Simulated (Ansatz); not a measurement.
Reaction (redistribution): `[OH][InH][CH2][SiH3]` + `C=[Se]` → `[OH][InH2]` + `[SiH3]CC=[Se]`

Program: Ansatz. Geometries: PBE0-D4/def2-TZVP. ΔE: electronic, gas phase. CCSD(T)/CBS adds triple-zeta CCSD(T) − MP2 to the extrapolated MP2 energy (def2 sets, frozen cores). DFT in def2-TZVPP. B3LYP here is the variant with VWN-RPA as its local correlation; programs differ in this. Elements past krypton have def2 core potentials. For In, Se outer-core shells are correlated without core-valence functions, which leaves a few kJ/mol of doubt a bond. Scalar relativity is left out up to krypton. Each species was taken in one conformer, which may not be the lowest.

```csv
level,ΔE (kJ/mol),difference from CCSD(T)/CBS
PBE-D4,-4.7,-18.7
r2SCAN-D4,-4.2,-18.2
PBE0-D4,-3.5,-17.5
ωB97M-V,2.9,-11.1
B2PLYP,4.3,-9.7
r2SCAN,-3.9,-17.9
B3LYP,0.1,-13.9
HF/def2-TZVPP,-0.4,-14.4
MP2/def2-TZVPP,11.0,-3.0
SCS-MP2/def2-TZVPP,11.7,-2.3
CCSD/def2-TZVPP,11.3,-2.7
HF/def2-QZVPP,-0.2,-14.2
MP2/def2-QZVPP,12.3,-1.7
SCS-MP2/def2-QZVPP,12.9,-1.1
HF/CBS(def2),-0.2,-14.2
CCSD/CBS(def2),13.6,-0.4
CCSD(T)/CBS,14.0,0
```

Largest T1 diagnostic among the species: 0.017.

In def2-TZVPP, CCSD(T) changes the Hartree–Fock value by +12.1 kJ/mol (the triples alone add +0.4 kJ/mol) and MP2 by +11.4 kJ/mol.
